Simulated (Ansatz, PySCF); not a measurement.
Breaking the Ge2–H3 bond in BGeH5 (SMILES [BH2][GeH3]) (multiplicity 1 held, fragments rigid). Energies count from the point at 1.540 Å.
Geometry at that point (charge 0, multiplicity 1):
```
atom    x (Å)    y (Å)    z (Å)
----  -------  -------  -------
B     -1.6845  -0.0898  -0.3881
Ge     0.3243   0.0133   0.0725
H      1.1614  -1.1822  -0.4179
H      0.9348   1.2960  -0.5323
H      0.5058   0.1201   1.6021
H     -2.4052   0.7934  -0.0463
H     -2.1530  -1.0048  -0.9863
```

U- levels take the lowest unrestricted solution at each point, which mixes spins at long bonds. Active spaces are followed from a long bond inwards. Levels need not reach the same state.

Cores are frozen in the correlated methods. Filled d and f shells under p-block atoms count as core. Rows in 3-21G, LANL2DZ carry no dispersion term and start afresh at each structure; the Pople sets are all-electron and without relativity. LANL2DZ brings its own core potentials from Na on.

Programs: Ansatz (Gaussian basis) for Hartree–Fock, density functionals and correlated methods; PySCF for 3-21G rows, LANL2DZ rows. 

Other levels give for the energy at R = 4.927 Å: U-PBE/cc-pVTZ 84.77; U-B3LYP/cc-pVTZ 87.46; U-wB97X-V/cc-pVTZ 89.71; FIC-MRCISD+Q on CASSCF(2,2)/cc-pVTZ 87.41 kcal/mol.

Common cheap choices:

| level | energy at R = 4.927 Å (kcal/mol) |
|---|---|
| R-HF/3-21G | 171.03 |
| U-HF/LANL2DZ | 66.47 |
| R-B3LYP/LANL2DZ | 126.41 |
| U-B3LYP/LANL2DZ | 86.97 |

Doubts at one or more of the structures used: a restricted determinant that unrestricted orbitals would lower (R-HF/3-21G); a spin-contaminated determinant (U-HF/LANL2DZ, U-B3LYP/LANL2DZ, U-PBE/cc-pVTZ, U-B3LYP/cc-pVTZ, U-wB97X-V/cc-pVTZ).

Ansatz is a program for electronic structure.
